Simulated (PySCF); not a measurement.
## Bonding in `FC(F)=C(F)[C@@H]([SiH3])C[SiH3]`

Species: C4H9F3Si2.
Numbering: `[F:1][C:2]([F:3])=[C:4]([F:5])[C@@H:6]([SiH3:7])[CH2:8][SiH3:9]` (hydrogens: H10 on C6; H11, H12, H13 on Si7; H14, H15 on C8; H16, H17, H18 on Si9)

Structure used (PBE0-D3(BJ)/def2-SVP), in Å, numbered top down from 1:
```xyz
18
C4H9F3Si2 angstrom
F      3.480   -1.740   -1.109
C      2.543   -1.261   -0.331
F      2.792   -1.488    0.940
C      1.461   -0.608   -0.756
F      1.310   -0.437   -2.077
C      0.387   -0.031    0.091
Si     0.352    1.873   -0.129
C     -0.968   -0.707   -0.189
Si    -2.445   -0.141    0.848
H      0.676   -0.193    1.143
H     -0.387    2.485    1.016
H      1.756    2.379   -0.135
H     -0.331    2.244   -1.403
H     -1.234   -0.580   -1.252
H     -0.868   -1.796   -0.034
H     -2.107   -0.202    2.304
H     -2.842    1.261    0.512
H     -3.602   -1.044    0.574
```

Bond orders from the PBE0/pcSseg-1 density (PySCF). One conformer (not necessarily the lowest) at the PBE0-D3(BJ)/def2-SVP geometry, without solvent, vibrations or thermal averaging.

Task: How far do the computed orders between heavy atoms stray from the drawn ones?

Result: The largest departure is 0.259, at C2–C4 (drawn double, 1.741). Drawn single, order below 0.88: C6–Si7 (0.846).

Task: Set the Mayer orders of the bonds between heavy atoms beside their lengths.

Result: 
```json
{"bond": "F1–C2", "drawn as": "single", "length (Å)": "1.309", "Mayer order": "1.019"}
{"bond": "C2–F3", "drawn as": "single", "length (Å)": "1.315", "Mayer order": "1.016"}
{"bond": "C2–C4", "drawn as": "double", "length (Å)": "1.333", "Mayer order": "1.741"}
{"bond": "C4–F5", "drawn as": "single", "length (Å)": "1.341", "Mayer order": "0.936"}
{"bond": "C4–C6", "drawn as": "single", "length (Å)": "1.485", "Mayer order": "0.986"}
{"bond": "C6–Si7", "drawn as": "single", "length (Å)": "1.917", "Mayer order": "0.846"}
{"bond": "C6–C8", "drawn as": "single", "length (Å)": "1.540", "Mayer order": "0.985"}
{"bond": "C8–Si9", "drawn as": "single", "length (Å)": "1.892", "Mayer order": "0.915"}
```

By pair of heavy elements: C–F: lowest C4–F5 (0.936, 1.341 Å), highest F1–C2 and C2–F3 (1.019, 1.309 Å). C–C: lowest C6–C8 and C4–C6 (0.985, 1.540 Å), highest C2–C4 (1.741, 1.333 Å). C–Si: lowest C6–Si7 (0.846, 1.917 Å), highest C8–Si9 (0.915, 1.892 Å). Bonds named together lie within 0.004.

Task: And the bonds to hydrogen?

Result: C–H: 0.93 to 0.94 (3 bonds); H–Si: 0.94 to 0.95 (6 bonds).

Task: Sum the orders of all bonds at each heavy atom with more than one neighbour and set the sums beside the valence in the SMILES.

Result: C2 3.776 (drawn 4), C4 3.663 (drawn 4), C6 3.744 (drawn 4), Si7 3.674 (drawn 4), C8 3.778 (drawn 4), Si9 3.745 (drawn 4). Orders between atoms that aren't bonded are not in these sums.

For a closed shell the Mayer order of atoms A and B is Σ (PS)μν (PS)νμ over the basis functions μ on A and ν on B, with P the density and S the overlap matrix.

These values come from a run that also computed NMR shieldings. The run took 66 s on one thread of an Arm Neoverse N1 (shared host), and the process peaked at 0.92 GiB of memory.
